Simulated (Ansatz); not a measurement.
The cluster BiIO. Total charge 0; triplet. Geometry B3LYP-D4/def2-TZVP; atoms count from 1.

```csv
atom,x (Å),y (Å),z (Å)
Bi1,0.1489,0.3168,-1.1392
O2,1.0937,1.0958,0.5513
I3,-1.2426,-1.4126,0.5879
```

In the def2 sets Bi, I take a core potential; there is no spin–orbit coupling. At PBE0-D4/def2-TZVP a singlet of charge 0 lies 1.21 eV below the triplet, each at its own geometry. The structure comes from a short search, and lower isomers may exist.

(1) Estimate the Mulliken populations from the PBE0/def2-TZVP orbitals of Ansatz.

(2) Where does the spin sit?

(3) And the Mayer bond orders between heavy atoms (over 0.3)?

Answers

(1) 
| atom | charge (e) | spin (α − β) |
| --- | --- | --- |
| Bi1 | 0.59 | 0.84 |
| O2 | -0.38 | 1.04 |
| I3 | -0.22 | 0.12 |
Mulliken values depend strongly on the basis.

(2) Summed by element: Bi 0.84, O 1.04, I 0.12, of 2 unpaired in all. Largest on single atoms: O2 1.04, Bi1 0.84, I3 0.12.

(3) Bi1–O2 0.99 (2.09 Å); Bi1–I3 1.07 (2.81 Å).
